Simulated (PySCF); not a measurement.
# Radial density of Ga (gallium, neutral)

UHF, [Ar] 3d10 4s2 4p1, 2P determinant. Calculation: PySCF 2.14, in 6-31G*; no relativity, point nucleus.

```csv
r (bohr),4πr²ρ (e/bohr),4πr²(ρα − ρβ)
0.000906,0.1954,0.0000
0.00152,0.5399,0.0000
0.00256,1.442,0.0000
0.00431,3.641,0.0000
0.00725,8.611,-0.0001
0.0122,17.92,-0.0001
0.0205,30.56,0.0001
0.0345,37.59,0.0012
0.0581,32.08,0.0052
0.0977,33.69,0.0110
0.164,43.40,0.0035
0.276,24.72,-0.0108
0.465,25.39,0.0072
0.782,19.46,-0.0083
1.31,4.354,0.0790
2.21,1.467,0.3044
3.72,0.5191,0.2415
6.26,0.04892,0.0399
10.5,0.0002732,0.0003
```

Where is the radial spin density 4πr²(ρα − ρβ) most negative, and why is it negative at all?

Around r = 0.276 bohr, down to -0.0108 e/bohr: exchange with the open shell polarises the paired shells in an unrestricted calculation.
